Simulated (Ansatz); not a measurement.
A nudged elastic band was laid between two geometries of CH6Sn + H2S (11 atoms, charge 0, multiplicity 1).

The calculation used RKS CAM-B3LYP-D4/def2-SVP (Ansatz).

* movable images: 5
* climbing image: yes
* spring: 5.0 eV/Å²
* optimiser: quadratic models (default)
* start path: through a guess of the saddle point
* force threshold: 0.03 eV/Å
* iteration limit: 60
* end points: relaxed

First end point:

```xyz
11
Properties=species:S:1:pos:R:3
Sn -1.165 -0.496 -0.576
C 0.235 1.003 -1.209
H -0.498 -2.063 -0.743
H -1.596 -0.256 1.066
H -2.595 -0.406 -1.519
H 1.488 0.481 2.477
S 1.903 -0.714 2.010
H 1.157 0.907 -0.622
H -0.189 2.006 -1.061
H 0.471 0.873 -2.274
H 0.790 -1.335 2.452
```

Last end point:

```xyz
11
Properties=species:S:1:pos:R:3
Sn -1.232 -1.447 0.382
C 1.101 1.534 -1.043
H -0.570 -2.177 -1.008
H -2.438 -2.436 1.080
H -1.859 0.104 0.044
H 1.320 0.960 -0.133
S 0.636 -1.243 1.921
H 2.027 1.977 -1.432
H 0.384 2.333 -0.810
H 0.669 0.870 -1.806
H -0.037 -0.475 2.805
```

Q: What changes between the two ends?

A: Bonds broken: Sn1–C2, H6–S7. Bonds formed: Sn1–S7, C2–H6. CH6Sn + H2S becomes CH4 + H4SSn.

Q: Give the energies along the band, and the barrier.

A: The run converged. The highest image is number 4 of 0 to 6, 199.7 kJ/mol above the first end and 277.1 kJ/mol above the last; the last end lies 77.4 kJ/mol below the first. Neighbouring images differ by up to 2.8 eV, so the band resolves the path poorly. A vibrational analysis at the climbing image gives one clearly imaginary mode, 1514i cm⁻¹: a first-order saddle point. The orbitals stay closed-shell, which can raise the energy where a bond breaks towards radicals; this wasn't checked here.

```json
{"image": "0", "path coordinate (Å)": "0.00", "energy (kJ/mol)": "0.0", "Sn1–C2 (Å)": "2.15", "H6–S7 (Å)": "1.35", "Sn1–S7 (Å)": "4.02"}
{"image": "1", "path coordinate (Å)": "1.12", "energy (kJ/mol)": "0.7", "Sn1–C2 (Å)": "2.15", "H6–S7 (Å)": "1.35", "Sn1–S7 (Å)": "4.02"}
{"image": "2", "path coordinate (Å)": "2.24", "energy (kJ/mol)": "3.7", "Sn1–C2 (Å)": "2.15", "H6–S7 (Å)": "1.35", "Sn1–S7 (Å)": "3.87"}
{"image": "3", "path coordinate (Å)": "3.37", "energy (kJ/mol)": "33.0", "Sn1–C2 (Å)": "2.18", "H6–S7 (Å)": "1.35", "Sn1–S7 (Å)": "3.44"}
{"image": "4", "path coordinate (Å)": "4.49", "energy (kJ/mol)": "199.7", "Sn1–C2 (Å)": "2.44", "H6–S7 (Å)": "1.73", "Sn1–S7 (Å)": "2.86"}
{"image": "5", "path coordinate (Å)": "6.62", "energy (kJ/mol)": "-65.8", "Sn1–C2 (Å)": "3.68", "H6–S7 (Å)": "2.60", "Sn1–S7 (Å)": "2.44"}
{"image": "6", "path coordinate (Å)": "8.76", "energy (kJ/mol)": "-77.4", "Sn1–C2 (Å)": "4.04", "H6–S7 (Å)": "3.09", "Sn1–S7 (Å)": "2.43"}
```

Q: What is the geometry of the highest image?

A: 
```xyz
11
Properties=species:S:1:pos:R:3
Sn -0.980 -0.832 -0.182
C 0.501 1.048 -0.638
H -0.463 -2.306 -0.851
H -1.888 -0.787 1.258
H -1.960 -0.048 -1.379
H 0.903 0.133 0.308
S 1.329 -1.050 1.497
H 1.476 1.487 -0.363
H -0.259 1.813 -0.424
H 0.542 0.845 -1.717
H 0.799 -0.304 2.490
```

Run time: 7.6 min on 4 threads of Arm Neoverse N1 (shared host), peak memory 0.27 GiB.
